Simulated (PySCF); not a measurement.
A GIAO shielding run with PySCF 2.14.0 with density-fitted response routines (density fitting, non-relativistic, gas phase) on `C=C(Cl)/C=C\CC(N)=O`, C6H8ClNO:

```
$ OMP_NUM_THREADS=1 python probes_run.py task.json out

{"job": {"kind": "nmr", "xc": "PBE0", "basis": "pcSseg-1"}, "charge": 0, "multiplicity": 1}
C      2.935960     1.012651     0.556179
C      1.732683     0.592015     0.173142
Cl     1.248588     0.951987    -1.462146
C      0.820204    -0.102692     1.060842
C     -0.248827    -0.866457     0.820385
C     -0.882712    -1.250294    -0.472009
C     -2.205720    -0.485273    -0.615692
N     -2.034512     0.813705    -0.929244
O     -3.287384    -0.992581    -0.440021
H      3.601076     1.536123    -0.107003
H      3.288402     0.823188     1.554178
H      1.118287     0.014668     2.095690
H     -0.757153    -1.274368     1.684985
H     -1.126627    -2.313375    -0.447776
H     -0.245089    -1.042013    -1.327321
H     -1.119679     1.196399    -1.102841
H     -2.844497     1.398349    -1.051256
```

Hardware: 1 thread of an Intel Xeon, shared host. The job also computes population analyses, field gradients.

**Question.** How large is the calculation?

**Answer.** 76 electrons, 200 basis functions and 1052 auxiliary functions.

**Question.** How long does it take, and how much memory does it need?

**Answer.** 74 s of wall time, with 16 SCF cycles and 5 response iterations; peak memory 0.88 GiB. Times on a shared host scatter by some tens of per cent.
